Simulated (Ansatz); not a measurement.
Stepwise reaction of `[CH3][Al]([OH])[OH]` with hydrogen fluoride, as a gas-phase model of exchange steps in deposition or etching. ΔE in kJ/mol.

Computed with Ansatz on PBE0-D4/def2-TZVP structures; ΔE is electronic, products minus reactants. CCSD(T)/CBS adds triple-zeta CCSD(T) − MP2 to the extrapolated MP2 energy (def2 sets, frozen cores). This one scheme is used for every species. Functionals use def2-TZVPP. B3LYP here is the variant with VWN-RPA as its local correlation; programs differ in this. One conformer a species, not always the lowest.

```csv
step,reaction,PBE-D4,B3LYP-D4,ωB97M-V,CCSD(T)/CBS
1,`[CH3][Al]([OH])[OH]` + H–F → `[CH3][Al]([OH])[F]` + H₂O,-53.1,-54.8,-54.6,-54.0
```

(1) Give the row of step 2, `[CH3][Al]([OH])[F]` + H–F → `[CH3][Al]([F])[F]` + H₂O. (Estimate.)

(2) By hand: ΔE of the 2 steps together at CCSD(T)/CBS.

Answers

(1) The calculation gave: 
```csv
step,reaction,PBE-D4,B3LYP-D4,ωB97M-V,CCSD(T)/CBS
2,`[CH3][Al]([OH])[F]` + H–F → `[CH3][Al]([F])[F]` + H₂O,-45.4,-47.0,-46.6,-47.4
```

(2) (-54.0) + (-47.4) = -101.4 kJ/mol, or -50.7 kJ/mol a step.

In ΔE each step is higher than the one before. All are downhill at CCSD(T)/CBS. PBE-D4 differs from CCSD(T)/CBS by 0.9 to 2.0 kJ/mol a step. Isolated molecules leave out the surface, adducts and barriers. Largest T1 diagnostic: 0.012.
